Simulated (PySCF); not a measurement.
Predicted microwave data (PBE0/pcSseg-1 in PySCF (dipole) on a GFN2-xTB geometry, gas phase) for one isomer of C5H8N2OSi:

| Quantity | Value |
| --- | --- |
| Rotational constants | A = 3123, B = 654.3, C = 615.8 MHz |
| Dipole components | \|μa\| = 3.18 D, \|μb\| = 0.13 D, \|μc\| = 0.22 D |
| Inertial defect | -113.54 u·Å² |
| κ | -0.97 |

Question: Which candidate fits, each taken in the one conformer that was computed?
A. `[CH3:1]/[C:2]([CH2:3][C:4]#[N:5])=[N:6]\[SiH2:7][CH:8]=[O:9]` with C1–C2–C3–C4 59°, C2–N6–Si7–C8 75°, N6–Si7–C8–O9 -28°
B. `[H]/[N:1]=[C:2](\[CH2:3][C:4]#[C:5][SiH3:6])[C:7]([NH2:8])=[O:9]` with N1–C2–C3–C4 0°, N1–C2–C7–N8 1°, C2–C7–N8–H 180° and 0°
C. `[N:1]#[C:2][C@H:3]1[CH2:4][Si@H:5]([C:6]([NH2:7])=[O:8])[CH2:9]1` with C4–Si5–C6–N7 136°, Si5–C6–N7–H 180° and 0°, C2–C3–C4–Si5 106°, C3–C4–Si5–C6 122°, C4–Si5–C9–C3 -9°, C2–C3–C9–Si5 -105°
D. `[N:1]#[C:2][C@H:3]1[CH2:4][Si@@H:5]([NH:6][CH:7]=[O:8])[CH2:9]1` with C4–Si5–N6–C7 166°, Si5–N6–C7–O8 -1°, C2–C3–C4–Si5 135°, C3–C4–Si5–N6 -128°, C4–Si5–C9–C3 11°, C2–C3–C9–Si5 -135°

Answer: A. It is C/C(CC#N)=N\[SiH2]C=O, a near-prolate asymmetric top, point group C1. The candidates at the same level (rigid rotor, commonest isotopes):

| SMILES | A (MHz) | B (MHz) | C (MHz) | μa (D) | μb (D) | μc (D) | Δ (u·Å²) | point group | rotor |
| --- | --- | --- | --- | --- | --- | --- | --- | --- | --- |
| N#C[C@H]1C[Si@@H](NC=O)C1 | 3488 | 737.8 | 721.9 | 3.45 | 2.77 | 0.69 | -129.82 | C1 | near-prolate asymmetric top |
| N#C[C@H]1C[Si@H](C(N)=O)C1 | 4131 | 681.3 | 656.4 | 4.19 | 1.51 | 0.00 | -94.20 | Cs | near-prolate asymmetric top |
| [H]/N=C(\CC#C[SiH3])C(N)=O | 4698 | 480.1 | 439.0 | 0.97 | 1.87 | 0.04 | -9.00 | – | near-prolate asymmetric top |
| C/C(CC#N)=N\[SiH2]C=O | 3123 | 654.3 | 615.8 | 3.18 | 0.13 | 0.22 | -113.54 | C1 | near-prolate asymmetric top |

`N#C[C@H]1C[Si@H](C(N)=O)C1` has A 32 % too high; `[H]/N=C(\CC#C[SiH3])C(N)=O` has A 50 % too high; `N#C[C@H]1C[Si@@H](NC=O)C1` has C 17 % too high. No structure here is proved a minimum.
